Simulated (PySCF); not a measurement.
CH4FGaO.

```xyz
8

Ga    -0.3186    -0.4416     0.0000
H     -1.8635    -0.5741     0.0000
F      0.7162    -1.8552     0.0000
O      0.6203     1.0655     0.0000
C      0.0834     2.3670     0.0000
H      0.4287     2.9207    -0.8916
H      0.4287     2.9207     0.8916
H     -1.0245     2.3918     0.0000
```
Charge 0, spin multiplicity 1.

Coordinates come from a B3LYP-D3(BJ)/def2-SVP optimisation. The structure was generated by enumeration; whether it is a known compound was not checked. The values are those of a single conformer.

These are PBE/pcSseg-1 in PySCF values and carry that method's errors. Non-relativistic, no solvent.

Computed absolute GIAO shielding of each atom: isotropic value and principal components (ppm):
| atom | σ(iso) | σ11 | σ22 | σ33 | span |
|---|---|---|---|---|---|
| Ga1 | 1435.7 | 1235.1 | 1434.9 | 1637.2 | 402.1 |
| H2 | 25.4 | 19.2 | 20.0 | 36.9 | 17.7 |
| F3 | 285.7 | 138.1 | 335.0 | 384.0 | 246.0 |
| O4 | 206.6 | -9.7 | 311.3 | 318.2 | 327.9 |
| C5 | 120.9 | 88.0 | 97.2 | 177.5 | 89.6 |
| H6 | 27.0 | 23.0 | 24.5 | 33.4 | 10.5 |
| H7 | 27.0 | 23.0 | 24.5 | 33.4 | 10.5 |
| H8 | 26.9 | 22.9 | 24.9 | 33.0 | 10.1 |
